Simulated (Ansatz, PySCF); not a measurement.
Gas-phase reaction in SMILES: C=CCCl + 2 C (CH4) -> C=C (C2H4) + CC (C2H6) [ethane] + CCl (CH3Cl)
Structures are relaxed separately at B3LYP-D3(BJ)/def2-TZVP in Ansatz (a first-principles code), one conformer each, not searched for the lowest.

Quantity: bond separation energy (enthalpy at 298 K, with B3LYP-D3(BJ) rigid-rotor harmonic-oscillator terms from PySCF), in kJ/mol. Cores are frozen in the correlated levels unless marked. No spin-orbit coupling. No relativistic terms. CBS marks a two-point X^-3 extrapolation of the correlation energy; Hartree-Fock from the larger set. The bracket is a focal-point correction in the basis named.

```json
[
 {"level": "r2SCAN0/def2-TZVPD", "program": "Ansatz", "bond separation energy (kJ/mol)": "36.1"},
 {"level": "wB97M-V/def2-TZVPD", "program": "Ansatz", "bond separation energy (kJ/mol)": "34.5"}
]
```

**Question.** Predict the RI-MP2/CBS(cc-pV(T+d)Z,cc-pV(Q+d)Z)+[CCSD(T)-MP2]/cc-pV(T+d)Z result (Ansatz).

**Answer.** 35.3 kJ/mol
